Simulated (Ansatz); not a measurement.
Consider the ligand exchange at a B–F bond: `F[BH][AlH2]` + silanol → `[AlH2][BH]O[SiH3]` + H–F.

Program: Ansatz. Geometries: PBE0-D4/def2-TZVP. ΔE: electronic, gas phase. CCSD(T)/CBS adds triple-zeta CCSD(T) − MP2 to the extrapolated MP2 energy (def2 sets, frozen cores). This one scheme is used for every species. Functionals use def2-TZVPP. One conformer a species, not always the lowest.

```
            species  r2SCANh-D4 energy (Eh)
      `F[BH][AlH2]`              -368.88318
          `O[SiH3]`              -367.12573
`[AlH2][BH]O[SiH3]`              -635.56539
                H–F              -100.44149
```

(1) Work out ΔE.

(2) What do rigid-rotor, harmonic-oscillator terms from PBE0-D4/def2-TZVP frequencies (298.15 K, 1 bar) make of the CCSD(T)/CBS value? (Best estimate.)

Largest T1 diagnostic among the species: 0.014.

## Answers

(1) ΔE = (-635.56539) + (-100.44149) − (-368.88318) − (-367.12573) = 0.00203 Eh = +1.3 kcal/mol. CCSD(T)/CBS gives -0.5 kcal/mol.

(2) The calculation gave: ΔZPE = -0.8 kcal/mol, ΔH = -0.6 kcal/mol, ΔS = -20 J/(mol·K), ΔG = +0.8 kcal/mol.

Leaving LDA and LC-ωPBE aside and taking each functional with its dispersion term where it has one, the values, not all of them listed here, spread over 1.6 kcal/mol, from revPBE-D4 to B97M-V. LDA lies −1.7 kcal/mol from PBE without D4. In def2-TZVPP, CCSD(T) changes the Hartree–Fock value by −3.2 kcal/mol (the triples alone add −0.5 kcal/mol) and MP2 by −3.8 kcal/mol. From BLYP to BHLYP (50 % exact exchange), in def2-TZVPP and without D4, ΔE moves by −0.8 kcal/mol.
